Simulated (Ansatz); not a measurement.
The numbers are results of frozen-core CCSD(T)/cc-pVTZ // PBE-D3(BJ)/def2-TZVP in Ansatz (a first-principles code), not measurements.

Ansatz 0.2 input:
```yaml
crystal:
  periodic: [false, false, false]
  atoms:
    - { symbol: Br, position_ang: [-1.110008, 1.768729, -0.733557] }
    - { symbol: Si, position_ang: [0.0, 0.0, 0.0] }
    - { symbol: Br, position_ang: [-1.103944, -0.917244, 1.684813] }
    - { symbol: Br, position_ang: [2.009721, 0.622889, 0.686773] }
    - { symbol: Br, position_ang: [0.204232, -1.474373, -1.638029] }
basis:
  gaussian: { orbitals: cc-pVTZ }
correlation:
  method: ccsd_t
```

Output:

```
Functional definition: HF
1344 factors; integrals over basis functions are off by at most 4.0e-4 eV
mean field evaluation 1: about -287867.2340 eV, gradient 2.3e1 eV
mean field evaluation 2: about -287867.3004 eV, gradient 2.4e1 eV
mean field evaluation 4: about -287869.0843 eV, gradient 2.0e0 eV
mean field evaluation 8: about -287869.1139 eV, gradient 8.6e-2 eV
mean field evaluation 16: about -287868.1541 eV, gradient 1.8e1 eV
mean field -287869.11399319 eV, -10578.9948145561 hartree, gradient 2.3e-6 eV, S^2 0.000000; 0 other end points of the search recorded, 0 dependent functions left out
41 core orbitals not correlated
reference -287869.11399319 eV, -10578.9948145561 hartree; 36, 36 occupied and 129, 129 virtual orbitals, 1344 factors
second order -27.39907904 eV of doubles, -0.00000000 eV of singles
cycle   1  -27.50951114 eV  change   -1.1e-1 eV  update   1.1e-1
cycle   2  -28.12141586 eV  change   -6.1e-1 eV  update   2.8e-2
cycle   3  -28.22450447 eV  change   -1.0e-1 eV  update   1.3e-2
cycle   4  -28.20520928 eV  change    1.9e-2 eV  update   3.0e-3
cycle   5  -28.20495454 eV  change    2.5e-4 eV  update   1.2e-3
cycle   6  -28.20468661 eV  change    2.7e-4 eV  update   3.0e-4
cycle   7  -28.20450735 eV  change    1.8e-4 eV  update   9.9e-5
cycle   8  -28.20453809 eV  change   -3.1e-5 eV  update   2.6e-5
perturbative correction -1.18671708 eV, -0.0436110484 hartree
Total energy: -287898.50524836 eV, -10580.0749232614 hartree
```

Cost: very roughly 100 core-seconds.
